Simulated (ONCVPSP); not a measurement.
## Before and after: ONCV potential for Ta

Ta, optimised norm-conserving Vanderbilt (ONCV), made with ONCVPSP 4.0.1 (BLYP, scalar-relativistic). Core [Kr] 4d10 4f14, reference 5s2 5p6 5d3 6s1 (charge +1). Waves: 5s+6s: rc 1.60 bohr, ncon 5, nbas 9, qcut 5.9 1/bohr, 2 projectors; 5p: rc 1.95 bohr, ncon 3, nbas 8, qcut 5.6 1/bohr, 2 projectors, debl 2.5 Ha; 5d: rc 3.00 bohr, ncon 5, nbas 10, qcut 5.6 1/bohr, 1 projector. Local part: polynomial inside 1.50 bohr (lpopt 5, dvloc0 0 Ha). Core correction: none.

Change: core correction polynomial model core, fcfact 0.35.

Cutoffs: the cutoffs (Ha) at which the residual kinetic energy of the hardest occupied pseudo-wave falls to 1 and 0.1 mHa per electron; they do not see the model core or the augmentation charge, which bear on the density cutoff. Errors are all-electron minus pseudo energies relative to the spin-unpolarised reference configuration.

Q: Predict the effect on cutoff, ghosts and configuration errors.

A: The potential gets neither clearly harder nor softer (38 Ha and 85 Ha → 38 Ha and 85 Ha); of the 4 tests that both files solve, the error grows in 2 and shrinks in 2 by more than 15 % and 0.3 meV (median size 5.6 → 9.3 meV); neither file shows a bound ghost. A model core, the more so a compact one, raises the density cutoff, which this test does not measure.

```csv
quantity,base,changed
"cutoff, loose",38 Ha,38 Ha
"cutoff, tight",85 Ha,85 Ha
bound ghosts,none,none
GHOST(+) flags under 300 eV,s at 257.6 eV,s at 257.6 eV
"error for 5s2 5p6 5d3 6s2, meV [ΔE -8.39 eV]",+5.6,+1.8
"error for 5s2 5p6 5d3 6s0, meV [ΔE 15.05 eV]",-1.3,-8.9
"error for 5s2 5p6 5d2 6s0, meV [ΔE 38.64 eV]",+5.6,-24
"error for 5s2 5p6 5d2 6s2, meV [ΔE -0.85 eV]",+22,+9.7
s: phases at 1.63 bohr within 0.05 rad from the reference energy up to (Ha; the scan ends near 5),to the end of the scan,to the end of the scan
p: phases at 1.98 bohr within 0.05 rad from the reference energy up to (Ha; the scan ends near 5),to the end of the scan,to the end of the scan
d: phases at 3.05 bohr within 0.05 rad from the reference energy up to (Ha; the scan ends near 5),0.4,0.4
```
